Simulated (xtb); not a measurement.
Al(Cl)(GeH3)(Me) (CH₆AlClGe), SMILES [CH3][Al]([Cl])[GeH3]. All values are semi-empirical tight-binding results from xtb (GFN2-xTB unless named), good for trends rather than for accurate numbers. Geometry: GFN2-xTB. The structure was generated by enumeration; whether it is a known compound was not checked.

Optimised geometry:

Bonds (Å): Al1–Cl2 2.027, Al1–Ge3 2.435, Al1–C7 1.985, Ge3–H4 1.511, Ge3–H5 1.511, Ge3–H6 1.508, C7–H8 1.094, C7–H9 1.096, C7–H10 1.096. Angles (°): Cl2–Al1–Ge3 115.3, Cl2–Al1–C7 122.2, Ge3–Al1–C7 122.5, Al1–Ge3–H4 117.2, Al1–Ge3–H5 115.9, Al1–Ge3–H6 118.6, H4–Ge3–H5 100.4, H4–Ge3–H6 100.7, H5–Ge3–H6 101.0, Al1–C7–H8 113.2, Al1–C7–H9 111.9, Al1–C7–H10 111.7, H8–C7–H9 107.0, H8–C7–H10 107.0, H9–C7–H10 105.7.

The geometry has at least one imaginary mode, so it is a saddle point at that level.

For metal compounds this method's bond lengths and energies can be far off.

```
Property       Value
-----------  -------
orbital gap  4.04 eV
```

Computed atomic charges and the Wiberg bond orders between heavy atoms:
charges (e) Al1 0.31, Cl2 -0.18, Ge3 0.03, H4 -0.04, H5 -0.03, H6 -0.04, C7 -0.22, H8 0.06, H9 0.06, H10 0.06. Bond orders Al1–Cl2 1.34, Al1–Ge3 0.78, Al1–C7 1.03.
